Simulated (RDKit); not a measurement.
A run for RDKit: UFF on AsBrH4 (a complex), monomers drawn apart or pushed together.

```python
from rdkit import Chem
from rdkit.Chem import AllChem, rdDetermineBonds

blocks = [
'''4

As   -0.24589795   -0.19971429    0.14388447
H    -0.93105301    0.73324079   -0.84218941
H    -0.41634523   -1.41915382   -0.74823450
H     1.14502960    0.10943673   -0.38686969
''',
'''2

Br   -1.06166790   -0.23756779    3.82675919
H    -0.75066671   -0.22281977    2.42145403
''',
]
mol = None
for b in blocks:
    f = Chem.MolFromXYZBlock(b)
    rdDetermineBonds.DetermineBonds(f, charge=0)
    mol = f if mol is None else Chem.CombineMols(mol, f)
Chem.SanitizeMol(mol)
print(Chem.MolToSmiles(Chem.RemoveHs(mol)))
ff = AllChem.UFFGetMoleculeForceField(mol, vdwThresh=100.0, ignoreInterfragInteractions=False)
e = ff.CalcEnergy()
print(f'UFF energy {e:.6f} kcal/mol')
```

Output:

```
Br.[AsH3]
UFF energy 14.413000 kcal/mol
```

The run finished.

Cost: roughly 0.04 core-seconds.
